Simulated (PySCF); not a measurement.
A series of related molecules.

All values: wB97X-D/def2-SVPD (PySCF) at GFN2-xTB geometries, gas phase, one conformer each. Core orbitals are frozen in the response; Δα² is half the sum of the squared differences of the principal polarisabilities.

Task: Rank by mean static polarisability, lowest first.
A. `[Si@H]1(F)OC[SiH2]O1`
B. `C[C@@H]1O[Si@@H](F)O[SiH2]1`
C. `CO[C@@H]1O[Si@H](F)O[SiH2]1`
D. `C=C[C@@H]1O[Si@H](F)O[SiH2]1`

Result: A (8.96 Å³), B (10.71 Å³), C (11.43 Å³), D (12.38 Å³).

Task: Rank by HOMO energy, highest first.
A. `OC[C@@H]1O[Si@@H](F)O[SiH2]1`
B. `[Si@@H]1(O[C@@H](C(=O)O)[SiH2]O1)F`
C. `FC[C@@H]1O[Si@H](F)O[SiH2]1`
D. `C=C[C@@H]1O[Si@@H](O[SiH2]1)F`
E. `O=C[C@@H]1O[Si@@H](F)O[SiH2]1`
F. `O1[Si@H](F)O[C@@H](C(F)F)[SiH2]1`

Result: D (-9.15 eV), E (-9.75 eV), A (-9.94 eV), B (-10.13 eV), C (-10.40 eV), F (-10.68 eV).

All values together:

| SMILES | change | formula | μ (D) | HOMO (eV) | LUMO (eV) | α (Å³) | Δα (Å³) | electrons | α per electron (Å³) |
| --- | --- | --- | --- | --- | --- | --- | --- | --- | --- |
| F[Si@H]1OC[SiH2]O1 | parent | CH5FO2Si2 | 2.68 | -10.47 | 1.43 | 8.96 | 1.53 | 64 | 0.140 |
| CO[C@@H]1O[Si@H](F)O[SiH2]1 | H on C replaced by OCH3 | C2H7FO3Si2 | 2.54 | -10.12 | 1.64 | 11.43 | 2.01 | 80 | 0.143 |
| C=C[C@@H]1O[Si@H](F)O[SiH2]1 | H on C replaced by vinyl | C3H7FO2Si2 | 2.54 | -9.15 | 1.41 | 12.38 | 3.06 | 78 | 0.159 |
| C[C@@H]1O[Si@@H](F)O[SiH2]1 | H on C replaced by CH3 | C2H7FO2Si2 | 2.85 | -10.15 | 1.58 | 10.71 | 1.59 | 72 | 0.149 |
| OC[C@@H]1O[Si@@H](F)O[SiH2]1 | H on C replaced by CH2OH | C2H7FO3Si2 | 1.80 | -9.94 | 1.35 | 11.34 | 1.77 | 80 | 0.142 |
| FC(F)[C@@H]1O[Si@@H](F)O[SiH2]1 | H on C replaced by CHF2 | C2H5F3O2Si2 | 1.06 | -10.68 | 1.43 | 10.75 | 1.53 | 88 | 0.122 |
| O=C(O)[C@@H]1O[Si@H](F)O[SiH2]1 | H on C replaced by COOH | C2H5FO4Si2 | 1.14 | -10.13 | 1.38 | 11.54 | 2.59 | 86 | 0.134 |
| O=C[C@@H]1O[Si@@H](F)O[SiH2]1 | H on C replaced by CHO | C2H5FO3Si2 | 3.72 | -9.75 | 0.55 | 10.92 | 2.05 | 78 | 0.140 |
| O=CO[C@@H]1O[Si@H](F)O[SiH2]1 | H on C replaced by OCHO | C2H5FO4Si2 | 2.55 | -10.12 | 0.97 | 11.34 | 3.15 | 86 | 0.132 |
| FC[C@@H]1O[Si@H](F)O[SiH2]1 | H on C replaced by CH2F | C2H6F2O2Si2 | 1.55 | -10.40 | 1.50 | 10.72 | 1.74 | 80 | 0.134 |

Conformers: `[CH3:1][O:2][C@@H:3]1[O:4][Si@H:5]([F:6])[O:7][SiH2:8]1` with C1–O2–C3–O4 -63°; `[CH2:1]=[CH:2][C@@H:3]1[O:4][Si@H:5]([F:6])[O:7][SiH2:8]1` with C1–C2–C3–O4 16°; `[CH3:1][C@@H:2]1[O:3][Si@@H:4]([F:5])[O:6][SiH2:7]1` with C1–C2–O3–Si4 -111°, C2–O3–Si4–F5 -125°, O3–Si4–O6–Si7 3°, Si4–O6–Si7–C2 3°; `[OH:1][CH2:2][C@@H:3]1[O:4][Si@@H:5]([F:6])[O:7][SiH2:8]1` with H–O1–C2–C3 45°, O1–C2–C3–O4 -60°; `[F:1][CH:2]([F:3])[C@@H:4]1[O:5][Si@@H:6]([F:7])[O:8][SiH2:9]1` with F1–C2–C4–O5 -170°, C2–C4–O5–Si6 -108°, C4–O5–Si6–F7 -127°, O5–Si6–O8–Si9 6°, Si6–O8–Si9–C4 1°; `[O:1]=[C:2]([OH:3])[C@@H:4]1[O:5][Si@H:6]([F:7])[O:8][SiH2:9]1` with O1–C2–O3–H 2°, O1–C2–C4–O5 -160°; `[O:1]=[CH:2][C@@H:3]1[O:4][Si@@H:5]([F:6])[O:7][SiH2:8]1` with O1–C2–C3–O4 24°, C2–C3–O4–Si5 -73°, C3–O4–Si5–F6 -140°, O4–Si5–O7–Si8 7°, Si5–O7–Si8–C3 9°; `[O:1]=[CH:2][O:3][C@@H:4]1[O:5][Si@H:6]([F:7])[O:8][SiH2:9]1` with O1–C2–O3–C4 -2°, C2–O3–C4–O5 152°, O3–C4–O5–Si6 -144°, C4–O5–Si6–F7 129°, O5–Si6–O8–Si9 4°, Si6–O8–Si9–C4 -13°; `[F:1][CH2:2][C@@H:3]1[O:4][Si@H:5]([F:6])[O:7][SiH2:8]1` with F1–C2–C3–O4 176°.

Task: Give the shifts from the parent, `F[Si@H]1OC[SiH2]O1`.

Result: 
| SMILES | change in μ (D) | change in HOMO (eV) | change in LUMO (eV) | change in mean α (Å³) |
| --- | --- | --- | --- | --- |
| CO[C@@H]1O[Si@H](F)O[SiH2]1 | -0.14 | +0.35 | +0.21 | +2.47 |
| C=C[C@@H]1O[Si@H](F)O[SiH2]1 | -0.14 | +1.32 | -0.02 | +3.42 |
| C[C@@H]1O[Si@@H](F)O[SiH2]1 | +0.17 | +0.32 | +0.15 | +1.75 |
| OC[C@@H]1O[Si@@H](F)O[SiH2]1 | -0.88 | +0.53 | -0.08 | +2.38 |
| FC(F)[C@@H]1O[Si@@H](F)O[SiH2]1 | -1.62 | -0.21 | 0.00 | +1.79 |
| O=C(O)[C@@H]1O[Si@H](F)O[SiH2]1 | -1.54 | +0.34 | -0.05 | +2.58 |
| O=C[C@@H]1O[Si@@H](F)O[SiH2]1 | +1.04 | +0.72 | -0.88 | +1.96 |
| O=CO[C@@H]1O[Si@H](F)O[SiH2]1 | -0.13 | +0.35 | -0.46 | +2.38 |
| FC[C@@H]1O[Si@H](F)O[SiH2]1 | -1.13 | +0.07 | +0.07 | +1.76 |

Task: How closely does the mean polarisability follow the number of electrons in this set?

Result: The correlation coefficient is 0.63; α per electron runs from 0.122 to 0.159 Å³.
